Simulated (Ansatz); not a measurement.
Start from `C[N](C)[Zr]([F])([F])[F]` and change one atom or group to get `[CH3][Zr]([F])([F])[F]`.

Ansatz, PBE0-D4/def2-TZVP geometries, multiplicity 1. Each molecule was computed in one conformer, which needn't be the lowest.

Elements past krypton have def2 core potentials.

```csv
property,`C[N](C)[Zr]([F])([F])[F]`
LUMO energy (PBE0/def2-TZVPP) / eV,-0.85
HOMO energy (PBE/def2-TZVPP) / eV,-5.77
HOMO energy (ωB97M-V/def2-TZVPP) / eV,-9.32
LUMO energy (ωB97M-V/def2-TZVPP) / eV,0.62
HOMO–LUMO gap (ωB97M-V/def2-TZVPP) / eV,9.94
LUMO energy (PBE/def2-TZVPP) / eV,-1.78
```

Problem. What does the change do to each property? (Best estimate.)

Solution. The calculation gave: 
```tsv
property	`[CH3][Zr]([F])([F])[F]`	shift
LUMO energy (PBE0/def2-TZVPP) / eV	-1.20	-0.35
HOMO energy (PBE/def2-TZVPP) / eV	-7.00	-1.23
HOMO energy (ωB97M-V/def2-TZVPP) / eV	-10.63	-1.31
LUMO energy (ωB97M-V/def2-TZVPP) / eV	0.46	-0.16
HOMO–LUMO gap (ωB97M-V/def2-TZVPP) / eV	11.09	1.15
LUMO energy (PBE/def2-TZVPP) / eV	-2.13	-0.35
```

With PBE0 the HOMO falls by 1.31 eV and the LUMO falls by 0.35 eV, so the gap widens by about 0.96 eV. PBE moves the HOMO by -1.23 eV and ωB97M-V by -1.31 eV.
